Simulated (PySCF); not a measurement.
Ligands exchanged one at a time, B SiH3-I. Gas-phase values, no solvent. Strings in code marks are SMILES.

Level of theory: r2SCAN-D4/def2-TZVP run with PySCF. Delta-SCF ions had no search for a lower state. Excitations are Tamm–Dancoff values on a coarser integration grid. The basis has no diffuse functions, so Rydberg states are missing or too high.

| species | HOMO (eV) | HOMO–LUMO gap (eV) | S1 oscillator strength | vertical ionisation energy (Delta-SCF) (eV) | T1 excitation (TDA) (eV) |
|---|---|---|---|---|---|
| 0 of 3 SiH3 replaced by I (`[SiH3]B([SiH3])[SiH3]`) | [?] | 3.27 | 0.001 | 9.58 | 2.53 |
| 1 of 3 SiH3 replaced by I (`[SiH3]B([SiH3])I`) | [?] | [?] | 0.000 | 8.87 | 2.29 |
| 2 of 3 SiH3 replaced by I | -6.74 | 3.37 | [?] | 9.16 | 2.97 |
| 3 of 3 SiH3 replaced by I (`IB(I)I`) | -6.56 | [?] | 0.000 | 8.97 | 3.33 |

**Question.** Complete the blanks.

**Answer.** 
- 0 of 3 SiH3 replaced by I (`[SiH3]B([SiH3])[SiH3]`), HOMO (eV): -7.11
- 1 of 3 SiH3 replaced by I (`[SiH3]B([SiH3])I`), HOMO (eV): -6.34
- 1 of 3 SiH3 replaced by I (`[SiH3]B([SiH3])I`), HOMO–LUMO gap (eV): 2.74
- 2 of 3 SiH3 replaced by I, S1 oscillator strength: 0.000
- 3 of 3 SiH3 replaced by I (`IB(I)I`), HOMO–LUMO gap (eV): 3.46
